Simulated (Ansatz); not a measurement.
```yaml
crystal:
  periodic: [false, false, false]
  atoms:
    - {symbol: C, position_ang: [-0.854917, -0.091610, 0.649838]}
    - {symbol: Re, position_ang: [0.790258, 0.084686, -0.600693]}
    - {symbol: O, position_ang: [1.995684, -0.897311, 0.075540]}
    - {symbol: O, position_ang: [0.277839, -0.459021, -2.122689]}
    - {symbol: O, position_ang: [1.203835, 1.728947, -0.596048]}
    - {symbol: H, position_ang: [-1.165746, -1.137524, 0.684431]}
    - {symbol: H, position_ang: [-0.579878, 0.247363, 1.650437]}
    - {symbol: H, position_ang: [-1.667075, 0.524460, 0.259194]}
basis:
  gaussian: {orbitals: def2-TZVPP, final_grid: {core_spheres: 5, valence_spheres: 4, degree: 11}}
hamiltonian: {xc: {name: HF}}
outputs: {forces: true}
output: {forces: true}
```

```sh
$ ansatz run in.yaml --threads 4 --pin off --events-out ev --progress --plain --max-ram 10444MiB
```

It prints (some lines left out):

```
Error: YAML parse error: error: line 15 column 1: unknown field `outputs`, expected one of crystal, accuracy, basis, kpoints, hamiltonian, magnetization, projection, total_charge, correlation, batch, efield, external_charges, scf, relax, neb, saddle, md, ramp, phonons, dielectric, real_time, elastic, magnetic_configurations, gw, evaluate, workflow, output, checkpoint, execution
13 |   gaussian: {orbitals: def2-TZVPP, final_grid: {core_spheres: 5, …
14 | hamiltonian: {xc: {name: HF}}
15 | outputs: {forces: true}
16 | output: {forces: true}
```

In this input the input holds a key that doesn't belong there. The input was rejected before any iteration.
